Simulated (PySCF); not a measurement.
## Removing the step error of a finite difference

System: CHAlClF$_{3}$O (SMILES [OH][Al]([Cl])[C](F)(F)F), singlet, at a GFN2-xTB geometry (such geometries of metal compounds can be far from the true shape). Level: CAMB3LYP/6-31G, polarisability in PySCF. Sums are taken with unrounded values, so a last digit can differ.

Second differences of the energy in a field along z gave a polarisability along z of 35.207 bohr³ at step 0.005 and 37.253 bohr³ at step 0.05 (atomic units).

### Question
Extrapolate to zero step.

### Answer
The leading error of a symmetric difference goes as h², so A(h) = A0 + c h². Then c = (37.253 - (35.207))/(0.05² - 0.005²) = 827 (atomic units) and A0 = 35.207 - c × 0.005² = 35.187 bohr³. The analytic value from the same program and level is 35.193 bohr³: the smaller step missed it by 0.015, the extrapolation by -0.006.
